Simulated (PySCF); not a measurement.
**`C=CC/C(F)=C(/F)C#N`: 4 charge schemes on one density**

C₆H₅F₂N.
SMILES with atom numbers: `[CH2:1]=[CH:2][CH2:3]/[C:4]([F:5])=[C:6](/[F:7])[C:8]#[N:9]` (hydrogens: H10, H11 on C1; H12 on C2; H13, H14 on C3)

Structure used (GFN2-xTB), in Å, numbered top down from 1:
```xyz
14
C6H5F2N angstrom
C     -1.777   -1.175    0.424
C     -1.079   -0.222    1.007
C      0.425   -0.123    0.926
C      0.789    1.065    0.098
F      0.712    2.242    0.732
C      1.118    1.028   -1.201
F      1.396    2.148   -1.898
C      1.197   -0.185   -1.923
N      1.259   -1.164   -2.514
H     -2.850   -1.212    0.495
H     -1.304   -1.963   -0.140
H     -1.562    0.570    1.562
H      0.840   -1.026    0.480
H      0.836    0.017    1.930
```

Density: PBE0/pcSseg-1 (PySCF); schemes: Mulliken, IAO, Hirshfeld and ESP-fitted. One conformer (not necessarily the lowest) at the GFN2-xTB geometry, without solvent, vibrations or thermal averaging.

**Question.** Give the atomic charges in each scheme.

**Answer.** In e:

```tsv
atom	environment	Mulliken	IAO	Hirshfeld	ESP-fitted
C1	terminal =CH2 carbon	-0.128	-0.303	-0.090	-0.534
C2	alkene CH carbon	-0.238	-0.139	-0.041	+0.072
C3	allylic carbon	-0.185	-0.289	-0.070	-0.427
C4	vinylic C–F carbon	+0.248	+0.307	+0.107	+0.201
F5	vinyl fluorine	-0.249	-0.240	-0.057	-0.104
C6	vinylic C–F carbon	+0.286	+0.185	+0.066	-0.012
F7	vinyl fluorine	-0.255	-0.245	-0.072	-0.111
C8	nitrile carbon	+0.035	+0.118	+0.073	+0.418
N9	nitrile nitrogen	-0.227	-0.208	-0.189	-0.438
H10	vinylic hydrogen	+0.128	+0.161	+0.055	+0.203
H11	vinylic hydrogen	+0.127	+0.154	+0.051	+0.240
H12	vinylic hydrogen	+0.123	+0.153	+0.048	+0.118
H13	methylene hydrogen	+0.168	+0.171	+0.057	+0.182
H14	methylene hydrogen	+0.166	+0.174	+0.060	+0.192
```

Mean size of the charges over all atoms: ESP-fitted 0.232 e, IAO 0.203 e, Mulliken 0.183 e, Hirshfeld 0.074 e. Each set sums to the total charge, 0, to within 0.001 e. The Mulliken scheme counts on each atom the diagonal of the density matrix times the overlap matrix over that atom's basis functions. The IAO scheme projects the occupied orbitals on a minimal set of polarised atomic orbitals and counts the electrons in each atom's part of it.

Lowest charge. The schemes don't all agree: Mulliken F7 (-0.255); IAO C1 (-0.303); Hirshfeld N9 (-0.189); ESP-fitted C1 (-0.534).

Highest charge. The schemes don't all agree: Mulliken C6 (+0.286); IAO C4 (+0.307); Hirshfeld C4 (+0.107); ESP-fitted C8 (+0.418).

**Question.** Sum the charges by element, for elements with more than one atom.

**Answer.** 
```json
{"element": "C", "atoms": "6", "Mulliken": "+0.019", "IAO": "-0.121", "Hirshfeld": "+0.046", "ESP-fitted": "-0.281"}
{"element": "F", "atoms": "2", "Mulliken": "-0.504", "IAO": "-0.484", "Hirshfeld": "-0.129", "ESP-fitted": "-0.215"}
{"element": "H", "atoms": "5", "Mulliken": "+0.713", "IAO": "+0.814", "Hirshfeld": "+0.272", "ESP-fitted": "+0.934"}
```

**Question.** How many electrons does the Hirshfeld scheme count on C3?

**Answer.** Z − q = 6 − (-0.070) = 6.070.

These values come from a run that also computed NMR shieldings. Time: 41 s wall. Hardware: one thread, Arm Neoverse N1 (shared host).
